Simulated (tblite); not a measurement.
Compound: C₇H₈N₂S.
InChI=1S/C7H8N2S/c1-8-6-4-5-7(10-6)9(2)3/h4-5H,2-3H3

All values are computed: GFN2-xTB (tblite) harmonic vibrations without scaling, gas phase. The method is semi-empirical: single wavenumbers can be off by several per cent or more.

Harmonic wavenumbers (cm⁻¹): 50.9, 82.9, 106.5, 123.8, 139.2, 170.4, 240.5, 266.1, 341.1, 400.5, 402.2, 448.6, 473.1, 482.2, 530.5, 638.2, 700.2, 716.2, 751.5, 822.6, 939.5, 1042.6, 1057.0, 1085.1, 1110.7, 1132.4, 1149.6, 1196.5, 1262.3, 1312.1, 1367.7, 1411.1, 1423.9, 1469.9, 1476.4, 1476.5, 1488.4, 1519.9, 1571.8, 2159.1, 2908.8, 2914.3, 3006.0, 3018.0, 3023.1, 3031.8, 3132.2, 3150.5.

A = 3248, B = 713.4, C = 590.6 MHz; mass 152.041 u (most abundant isotopes); point group C1, symmetry number 1.

Problem. Zero-point energy?

Solution. ½Σν̃ = 29362 cm⁻¹ = 351.25 kJ/mol.

Problem. Entropy at 298.15 K, 1 bar (ideal gas, RRHO, classical rotation)?

Solution. Translation 171.51, rotation 124.86, vibration 132.78: S = 429.2 J/(mol K).

Problem. And Cp and H(298.15 K) − H(0)?

Solution. Cp = 167.86 J/(mol K), of which vibrations give 134.60 (their classical limit is 48 R = 399.1); H(298.15 K) − H(0) = 30.93 kJ/mol without the zero-point energy, 21.01 from vibrations.

Problem. How do the functions run with temperature in this model?

Solution. 
```tsv
T (K)	S (J/(mol K))	Cp (J/(mol K))	H − H(0) (kJ/mol)	G − H(0) (kJ/mol)	ln q(vib)
100	298.1	84.2	5.67	-24.13	1.75
200	370.4	128.5	16.36	-57.72	4.66
300	430.2	168.6	31.24	-97.82	7.55
500	533.3	237.5	72.18	-194.45	13.06
800	660.9	304.8	154.45	-374.28	20.68
1000	732.2	333.6	218.44	-513.75	25.30
```

q(vib) and H(0) count from the zero-point level.

Problem. Which modes carry the vibrational entropy at 298.15 K?

Solution. 50.9 cm⁻¹: 20.01; 82.9 cm⁻¹: 15.99; 106.5 cm⁻¹: 13.94; 123.8 cm⁻¹: 12.72; 139.2 cm⁻¹: 11.78; 170.4 cm⁻¹: 10.17 J/(mol K); the other 42 give 48.17 together.

Problem. Blend soft modes into free rotors: weight 1/[1 + (100 cm⁻¹/ν̃)⁴] for the oscillator and the rest for a rotor with moment μB/(μ + B), μ = h/(8π²ν), B = 10⁻⁴⁴ kg m². What vibrational entropy results?

Solution. 123.95 J/(mol K) in place of 132.78, which changes −T·S at 298.15 K by +2.63 kJ/mol.

Problem. What must be added to the electronic energy to get the Gibbs energy at 298.15 K and 1 bar?

Solution. ZPE + [H(298.15 K) − H(0)] − T·S = 351.25 + 30.93 − 127.95 = 254.23 kJ/mol.

Hindered rotation and anharmonicity are outside this model. The structure is chiral; the term R ln 2 for an equal mix with its mirror image is left out.

Conformer computed: `[C-:1]#[N+:2][c:3]1[cH:4][cH:5][c:6]([N:7]([CH3:8])[CH3:9])[s:10]1`: C5–C6–N7–C8 -18°.
